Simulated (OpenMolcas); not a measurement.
**How methods differ on SnCl2 (SMILES [Cl][Sn][Cl])**

SnCl2 has 3 atoms, charge 0, and is taken as a singlet. SMILES: `[Cl][Sn][Cl]`. Geometry: relaxed at PBE0-D4/def2-TZVP.

```xyz
3

Cl    1.1542    1.2207    0.7560
Sn   -0.7969    0.5189   -0.3766
Cl   -0.3682   -1.8045   -0.3926
```

Each level gives the dipole moment (D). The values are calculated.

```csv
level,kind,program,value (D),CPU time
SVWN5/def2-SVP (core potential),LDA,OpenMolcas,2.66,8.5 s
BLYP/def2-SVP (core potential),GGA,OpenMolcas,2.72,10 s
revPBE/def2-SVP (core potential),GGA,OpenMolcas,2.86,9.7 s
TPSS/def2-SVP (core potential),meta-GGA,OpenMolcas,2.95,13 s
r2SCAN/def2-SVP (core potential),meta-GGA,OpenMolcas,3.03,12 s
BHLYP/def2-SVP (core potential),global hybrid,OpenMolcas,3.30,8.9 s
M06-2X/def2-SVP (core potential),hybrid meta-GGA,OpenMolcas,3.22,11 s
PBE0/def2-SVP (core potential),global hybrid,OpenMolcas,3.13,9.4 s
```

The values span 2.66 to 3.30 D. Magnitudes only. CPU times are rough (shared hosts, several kinds of processor): they show what a rung costs within a factor of a few.
